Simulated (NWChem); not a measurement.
Species: SiCl cation, singlet

```xyz
2

Si     0.0000     0.0000    -1.0800
Cl     0.0000     0.0000     0.8942
```
Atoms are numbered in this order, from 1.

Low-valent species are run as closed-shell singlets; no triplet was tried in these runs. Coordinates come from a PBE0/def2-SVP optimisation.

 Unshifted, non-relativistic core excitations; the lowest 4 roots alone, so stronger bands may lie above.

Question: List the first Cl K-edge excitations from PBE0/def2-TZVP, restricted-window TDA (NWChem).

Answer: 
```tsv
state	energy (eV)	dipole oscillator strength	leading excitation (squared amplitude)
S1	2763.5	0.0020	1s of atom 2 or its equivalents → LUMO (0.99)
S2	2763.5	0.0020	1s of atom 2 or its equivalents → LUMO+1 (0.99)
S3	2767.0	0.0028	1s of atom 2 or its equivalents → LUMO+2 (0.97)
S4	2770.5	0.0003	1s of atom 2 or its equivalents → LUMO+3 (0.95)
```
